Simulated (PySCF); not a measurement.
SMILES C(CO)O[SiH3] (GFN2-xTB optimised geometry):

```
13

O      0.931    -0.721     0.000
C     -0.476    -0.721     0.000
C     -0.918     0.739     0.000
O     -0.565     1.384    -1.174
Si     0.846     1.295    -1.977
H      1.262    -1.588    -0.251
H     -0.869    -1.228     0.892
H     -0.872    -1.208    -0.899
H     -0.444     1.241     0.852
H     -2.007     0.798     0.107
H      1.034     0.006    -2.656
H      2.007     1.588    -1.142
H      0.556     2.342    -2.949
```

Method: B3LYP/def2-TZVP in PySCF.

Task: What are the frontier orbital energies and the dipole moment?

Result: HOMO-2 -8.49 eV, HOMO-1 -8.02 eV, HOMO -7.60 eV, LUMO 0.26 eV, LUMO+1 0.81 eV; dipole moment 2.70 D.

Meta-Löwdin charges at B3LYP/def2-TZVP: O1 -0.53, C2 0.00, C3 0.02, O4 -0.62, Si5 0.78, H6 0.34, H7 0.10, H8 0.10, H9 0.10, H10 0.11, H11 -0.14, H12 -0.13, H13 -0.13.
